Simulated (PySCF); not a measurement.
Species: CH10NSi3 (doublet state).
Atom-mapped SMILES: `[NH2:1][SiH2:2][SiH2:3][CH2:4][SiH2:5]` (hydrogens: H6, H7 on N1; H8, H9 on Si2; H10, H11 on Si3; H12, H13 on C4; H14, H15 on Si5)

Geometry (GFN2-xTB, Å), atoms numbered from 1 in this order:
```xyz
15
CH10NSi3 angstrom
N      1.6146    1.4962    0.0244
Si     1.9250   -0.2017    0.1009
Si     0.0063   -1.2024    0.8819
C     -1.4872   -0.8496   -0.2468
Si    -1.9243    0.9920   -0.3457
H      1.1757    1.9519    0.8081
H      2.3175    2.1036   -0.3657
H      2.3205   -0.5292   -1.2747
H      3.1013   -0.5475    0.9271
H      0.1672   -2.6639    0.9936
H     -0.3756   -0.7656    2.2388
H     -2.3574   -1.4089    0.1047
H     -1.2734   -1.2196   -1.2500
H     -2.9799    1.2855   -1.3148
H     -2.2347    1.5671    0.9624
```

The hyperfine couplings belong to this conformer and change with its torsions.

Computed with UKS B3LYP, pcH-1 on C H N Si, non-relativistic, mean-field spin-orbit, GIAO (PySCF 2.14.0). One conformer (not necessarily the lowest) at the GFN2-xTB geometry, without solvent, vibrations or thermal averaging. Couplings are sensitive to structure, and on GFN2-xTB geometries they can be far from those on DFT ones, by a factor of two or more for some ions and for spin on atoms past the first row. No stability test was run, so a lower SCF solution isn't excluded.

Problem. The isotropic 29Si couplings are -478.4, -4.1, +0.7 MHz. Assign them to Si2; Si3; Si5.

Solution. 
| site | a_iso (MHz) | ρ(0) (bohr⁻³) | position | distance from Si5 (Å) | spin population | largest \|T\| (MHz) |
| --- | --- | --- | --- | --- | --- | --- |
| Si2 | +0.7 | -0.0008 | 3 bonds from Si5 | 4.05 | 0.00 | 0.5 |
| Si3 | -4.1 | +0.0046 | 2 bonds from Si5 | 3.17 | 0.00 | 0.9 |
| Si5 | -478.4 | +0.5395 | largest spin population | 0.00 | +0.98 | 177.8 |

ρ(0) is the spin density at the nucleus and T the dipolar tensor; a_iso includes a spin–orbit part; entries for several nuclei are means. The largest Mulliken spin population is on Si5 (+0.98). The angles at Si5 add up to 337.1°, so it is pyramidal.

Class means assume fast exchange of nuclei equivalent by connectivity; if that motion is slow, each nucleus keeps its own coupling. The 1H value of +34.0 MHz is a mean of couplings from 3.1 to 65.0 MHz in this one geometry, not an average over conformers. The 1H value of +31.4 MHz is a mean of couplings from 27.3 to 35.4 MHz in this one geometry, not an average over conformers.
